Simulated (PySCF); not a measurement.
Isomers of C6H5NO2. Theory: PySCF, TDDFT PBE0/def2-SVPD, vertical, gas phase, core orbitals frozen in the response. Geometries: PBE0-D3(BJ)/def2-SVP; one conformer of each isolated species. Triplets are in the Tamm–Dancoff approximation.

A. `O=COc1cccnc1`
B. `O=COC1=CC=CC=N1`
C. `C(C1[C@H](CC=1)OC=O)#N`

Lowest singlet levels (six at most, fewer where fewer were computed) with oscillator strengths:

1. 5.17 eV (f 0.003); 5.38 eV (f 0.098); 5.42 eV (f 0.001); 5.56 eV (f 0.001); 5.84 eV (f 0.142); 6.55 eV (f 0.001); T1 4.13 eV
2. 5.80 eV (f 0.115); 5.88 eV (f 0.008); 5.96 eV (f 0.124); 6.18 eV (f 0.027); 6.51 eV (f 0.016); 6.61 eV (f 0.008)
3. 4.85 eV (f 0.003); 5.05 eV (f 0.001); 5.33 eV (f 0.079); 5.66 eV (f 0.004); 5.74 eV (f 0.207); 6.63 eV (f 0.001); T1 4.05 eV

Question: Match each spectrum to its molecule.

Answer: 1 = B, 2 = C, 3 = A.
- A: S1 at 4.85 eV, HOMO-1→LUMO (65%), HOMO-1→LUMO+1 (31%); Löwdin shares by element: HOMO carbon 66% or more (atoms not listed hold the other 34%); LUMO carbon 43% or more, oxygen 13% or more (atoms not listed hold the other 43%); HOMO -7.58 and LUMO -1.27 eV.
- B: S1 at 5.17 eV, HOMO-1→LUMO (82%), HOMO-1→LUMO+1 (16%); Löwdin shares by element: HOMO carbon 69% or more (atoms not listed hold the other 31%); LUMO carbon 42% or more, nitrogen 17% (atoms not listed hold the other 41%); HOMO -7.65 and LUMO -1.24 eV.
- C: S1 at 5.80 eV, HOMO→LUMO (48%), HOMO-2→LUMO (36%); Löwdin shares by element: HOMO carbon 56% or more, nitrogen 16% (atoms not listed hold the other 28%); LUMO carbon 68% or more, nitrogen 16% (atoms not listed hold the other 16%); HOMO -8.24 and LUMO -1.90 eV.
